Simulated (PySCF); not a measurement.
C₄H₆OS, SMILES C=C1O[C@@H](C)S1. Atoms are numbered in the order given.

```xyz
12

C      2.2808    -0.5804     0.4976
C      1.0503    -0.2275     0.1297
O      0.1921    -0.9100    -0.6925
C     -0.9014     0.0172    -0.6858
C     -2.1803    -0.5919    -0.1755
S     -0.0043     1.1750     0.4686
H      2.8618     0.0578     1.1623
H      2.7095    -1.5147     0.1317
H     -1.0222     0.4712    -1.6831
H     -2.0337    -1.0138     0.8289
H     -2.5034    -1.3941    -0.8592
H     -2.9756     0.1684    -0.1337
```

Coordinates come from a B3LYP-D3(BJ)/def2-SVP optimisation. The structure was generated by enumeration; whether it is a known compound was not checked.

Method: CAM-B3LYP/def2-TZVP in PySCF.

The molecule is in vacuum.

Computed frontier levels, gap, dipole moment and polarisability:
| Item | Result |
|---|---|
| highest occupied level | -7.49 eV |
| lowest empty level | 0.46 eV |
| orbital gap | 7.95 eV |
| dipole moment | 1.78 D |
| quadrupole, principal values (traceless, Buckingham form, about the centre of nuclear charge) | -3.87, -3.37, 7.24 D·Å |
| mean static polarisability | 70.1 bohr³ (10.39 Å³) |
| polarisability, principal values | 49.4, 65.4, 95.5 bohr³ |
